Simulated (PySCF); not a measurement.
# [Pr(OH)4]−: one run

[Pr(OH)4]− (singlet in the valence; each metal's 4f electrons, 2 of them, lie in its core potential, out of spins and levels). PySCF 2.14.0, RKS BP86, Pr lcecp-1-SVP with ECP48, O def2-SVP, H def2-SVP; non-relativistic Hamiltonian with scalar-relativistic core potentials where named; density fitting; no spin-orbit coupling. Purpose: level BP86.

```python
mol = gto.M(atom='''
Pr    -0.00000     0.00000    -0.00000
O      1.40093     1.13088     1.27426
H      1.97785     1.66835     1.81289
O     -1.40093    -1.13088     1.27426
H     -1.97785    -1.66835     1.81289
O      1.13088    -1.40093    -1.27426
H      1.66835    -1.97785    -1.81289
O     -1.13088     1.40093    -1.27426
H     -1.66835     1.97785    -1.81289''',
    basis={'Pr': 'lcecp-1-SVP', 'O': 'def2-SVP', 'H': 'def2-SVP'},
    ecp={'Pr': 'lcecp-1-SVP'},
    charge=-1, spin=0)
mf = dft.RKS(mol, xc='B88,P86')
mf.grids.atom_grid = (75, 302)  # f atoms: unpruned, at least (60, 302)
mf = mf.density_fit()  # fitting sets: Pr AutoAux, O def2-universal-JKFIT, H def2-universal-JKFIT
mf.conv_tol = 1e-08; mf.max_cycle = 55
mf.kernel(dm0)  # dm0: converged density of the relaxed state
mf.nuc_grad_method().kernel()
```

Run from Python with OMP_NUM_THREADS=2; the lines above give its settings. Where DIIS fails, smearing, a level shift and second-order steps follow.
It took 6.6 s on 2 threads of Arm Neoverse V1, on a shared host, from an already converged density.

Problem. Where do the frontier levels lie, over both spins?

Solution. HOMO -0.80 eV, LUMO 3.41 eV. The 4f levels lie in the core potential and are missing.

Problem. What does the SCF print?

Solution. 
```
init E= -336.265704775457
cycle= 1 E= -336.268040934918  delta_E= -0.00234  |g|= 0.103  |ddm|= 0.295
cycle= 2 E= -336.258384775601  delta_E= 0.00966  |g|= 0.242  |ddm|= 0.266
cycle= 3 E= -336.270533707086  delta_E= -0.0121  |g|= 0.0151  |ddm|= 0.166
cycle= 4 E= -336.270608671628  delta_E= -7.5e-05  |g|= 0.00238  |ddm|= 0.0251
cycle= 5 E= -336.270609829982  delta_E= -1.16e-06  |g|= 0.000151  |ddm|= 0.00202
cycle= 6 E= -336.270609835785  delta_E= -5.8e-09  |g|= 2.93e-05  |ddm|= 0.000252
Extra cycle  E= -336.27060983502  delta_E= 7.65e-10  |g|= 6.89e-05  |ddm|= 6.72e-05
converged SCF energy = -336.27060983502
```

Problem. What are the Mulliken charges and spins?

Solution. 
| atom | charge (e) | spin (e) |
| --- | --- | --- |
| Pr1 | 0.598 | 0.000 |
| O2 | -0.511 | 0.000 |
| H3 | 0.112 | 0.000 |
| O4 | -0.511 | 0.000 |
| H5 | 0.112 | 0.000 |
| O6 | -0.511 | 0.000 |
| H7 | 0.112 | 0.000 |
| O8 | -0.511 | 0.000 |
| H9 | 0.112 | 0.000 |
The spin of the 4f electrons in the core isn't counted.

Problem. What forces act on the atoms (eV/Å)?

Solution. 
```
Pr   0.00  0.00  0.00
O   -0.30 -0.29 -0.28
H    0.41  0.37  0.38
O    0.30  0.29 -0.28
H   -0.41 -0.37  0.38
O   -0.29  0.30  0.28
H    0.37 -0.41 -0.38
O    0.29 -0.30  0.28
H   -0.37  0.41 -0.38
```
Forces carry noise of the integration grid, about 0.01 to 0.03 eV/Å.

The geometry was relaxed with PBE0 (Pr lcecp-1-SVP with ECP48, O def2-SVP, H def2-SVP).

An lcecp potential fixes the number of 4f electrons, so in runs with it no electron can move into or out of that shell.
